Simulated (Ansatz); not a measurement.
`C[N]=[W](=[N]C)([O]C)[O]C`, relaxed with RKS PBE0-D4/def2-TZVP in the Gaussian-basis code of Ansatz from a GFN2-xTB geometry. The force threshold is 0.005 eV/Å; the program also tests the step.

The species carries charge 0 and has multiplicity 1. W: def2 effective core potential.

Start:

```xyz
21

C     1.217   -1.796   -2.012
N     0.926   -0.918   -0.928
W     0.168    0.172    0.284
N    -1.589    0.298   -0.062
C    -2.926    0.206   -0.548
O     0.445   -0.524    2.033
C     0.353   -1.524    2.996
O     0.964    1.901    0.174
C     1.293    3.050   -0.541
H     2.057   -1.418   -2.609
H     0.347   -1.907   -2.676
H     1.493   -2.793   -1.644
H    -3.100   -0.760   -1.045
H    -3.653    0.303    0.270
H    -3.132    1.003   -1.273
H     0.896   -2.424    2.665
H    -0.702   -1.786    3.174
H     0.793   -1.176    3.942
H     1.693    3.815    0.141
H     0.399    3.456   -1.041
H     2.058    2.822   -1.301
```

```csv
step,energy (eV),largest force (eV/Å),largest move (Å)
1,-13237.9961,1.544,0.000
2,-13238.1454,0.423,0.078
3,-13238.1644,0.196,0.063
4 (rejected),-13238.1479,0.840,0.176
5,-13238.1845,0.051,0.088
6,-13238.1950,0.096,0.099
7,-13238.1986,0.094,0.078
8,-13238.1997,0.063,0.033
9,-13238.2003,0.047,0.043
10,-13238.2007,0.039,0.051
11,-13238.2012,0.046,0.045
13,-13238.2028,0.089,0.041
15,-13238.2030,0.142,0.068
17,-13238.2109,0.181,0.071
19,-13238.2193,0.192,0.050
21,-13238.2253,0.224,0.128
23,-13238.2289,0.011,0.039
25,-13238.2299,0.053,0.061
27,-13238.2302,0.002,0.008
29,-13238.2302,0.014,0.017
30,-13238.2302,0.005,0.002
```

End:

```xyz
21

C     1.038   -2.086   -1.666
N     0.872   -1.106   -0.656
W     0.207    0.199    0.308
N    -1.433    0.557   -0.200
C    -2.694    0.476   -0.840
O     0.188   -0.353    2.120
C     0.552   -1.513    2.813
O     1.260    1.754    0.055
C     1.025    3.048   -0.425
H     1.875   -1.831   -2.326
H     0.138   -2.194   -2.283
H     1.257   -3.063   -1.220
H    -2.711   -0.304   -1.611
H    -3.487    0.256   -0.117
H    -2.943    1.428   -1.322
H     1.207   -2.152    2.212
H    -0.342   -2.083    3.087
H     1.077   -1.233    3.731
H     1.533    3.768    0.223
H    -0.044    3.282   -0.445
H     1.428    3.151   -1.438
```

It took 2.4 min on 4 threads of an AMD EPYC 7R13 on a shared host and a share of an NVIDIA H100 80 GB, with 1.4 GiB of host memory at the peak.
